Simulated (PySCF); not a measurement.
ClGe2H5. Atoms are numbered in the order given.

```xyz
8

Cl    -0.9447     2.0362     0.0000
Ge     0.7186     0.6307     0.0000
Ge    -0.2684    -1.5791     0.0000
H      1.5479     0.9331    -1.2604
H      1.5479     0.9331     1.2604
H     -1.1383    -1.7395     1.2564
H     -1.1383    -1.7395    -1.2564
H      0.8352    -2.6532     0.0000
```

Geometry optimised at PBE0-D3(BJ)/def2-SVP. This is a generated structure with no PubChem entry under its InChIKey; it may be hypothetical.

The numbers are results of KT2/pcSseg-1 (PySCF), not measurements.

GIAO shieldings, no solvent; atoms alike by connectivity are averaged. δ = σ(ref) − σ: ³⁵Cl against HCl (σ = 945.4 ppm); ⁷³Ge against GeH4 (σ = 1669.3 ppm); ¹H against TMS (σ = 31.47 ppm), references at their B3LYP-D3(BJ)/def2-TZVP geometries, non-relativistic (without spin–orbit terms, shifts of atoms bonded to Cl or Br come out too high).

Task: Estimate the chemical shifts. (Estimate from the structure and the level; the computed values follow.)

Result: 
```json
[
 {"nucleus": "³⁵Cl", "atoms": "Cl1", "count": "1", "δ (ppm)": "-72.6"},
 {"nucleus": "⁷³Ge", "atoms": "Ge2", "count": "1", "δ (ppm)": "286.0"},
 {"nucleus": "⁷³Ge", "atoms": "Ge3", "count": "1", "δ (ppm)": "21.3"},
 {"nucleus": "¹H", "atoms": "H4, H5", "count": "2", "δ (ppm)": "5.90"},
 {"nucleus": "¹H", "atoms": "H6, H7, H8", "count": "3", "δ (ppm)": "4.11"}
]
```
